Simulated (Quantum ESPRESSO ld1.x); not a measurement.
The numbers below are computed, except where a source is named.
Input (ld1.x (Quantum ESPRESSO 7.5)):

```
 &input
    atom='Mg',
    iswitch=1,
    rel=0,
    dft='PBESOL',
    config='[He] 2p6 3p2 2s0 3d0',
    verbosity='high',
    prefix='ld1',
    max_out_wfc=37,
    file_charge='ld1.rho',
 /
```

Command: `OMP_NUM_THREADS=1 ld1.x < ld1.in > ld1.out`

Output (excerpt):

```
     Program LD1 v.7.5 starts

     --------------------------- All-electron run ----------------------------

     atomic number is 12.00
     dft =PBESOL   lsd =0 sic =0 latt =0  beta=0.20 tr2=1.0E-14
     Exchange-correlation= PBESOL
                           (   1   4  10   8   0   0   0)
     mesh =1763 r(mesh) = 100.59407 a.u. xmin = -7.00 dx = 0.00800
     1 Ry =  13.60569312 eV

     n l     nl                  e(Ry)          e(Ha)          e(eV)
     1 0     1S 1( 2.00)     -97.022373147     -48.511186574  -1320.0566351
     2 1     2P 1( 6.00)      -7.322525471      -3.661262735    -99.6280344
     3 1     3P 1( 2.00)      -1.511468127      -0.755734064    -20.5645715
     2 0     2S 1( 0.00)      -9.674350473      -4.837175237   -131.6262437
     3 2     3D 1( 0.00)      -0.906131929      -0.453065964    -12.3285530

     final scf error:  6.6E-15 reached in  22 iterations

     Etot =    -382.867460 Ry,    -191.433730 Ha,   -5209.177174 eV

     Ekin =     382.199541 Ry,     191.099771 Ha,    5200.089671 eV
     Encl =    -887.440860 Ry,    -443.720430 Ha,  -12074.248006 eV
     Eh   =     150.303313 Ry,      75.151657 Ha,    2044.980758 eV
     Exc  =     -27.929455 Ry,     -13.964728 Ha,    -379.999597 eV
```

Run on one thread of a shared host, so times are rough (Intel(R) Xeon(R) Processor @ 2.60GHz): 0.33 s of CPU time, 0.97 s wall, 22 iterations on 1763 mesh points.
